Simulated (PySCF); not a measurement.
Vertical excitations of a molecule C2H7ClOSi from TDDFT-PBE/def2-SVPD in PySCF 2.14.0, as energy in eV (oscillator strength): 5.41 (0.005), 5.78 (0.000), 6.53 (0.008), 6.73 (0.012), 6.77 (0.075), 6.79 (0.015), 6.84 (0.013), 7.01 (0.001), 7.14 (0.018), 7.16 (0.029). Lowest triplet (TDA): 5.23 eV. The structure is a stationary point at r2SCAN-D4/def2-SVP. The values are those of a single conformer.

**Question.** Which structure fits?
(A) C[C@@H](O)[SiH2]Cl
(B) O[SiH2]CCCl
(C) CO[Si@@H](C)Cl
(D) C[Si](C)(O)Cl

**Answer.** A, C[C@@H](O)[SiH2]Cl
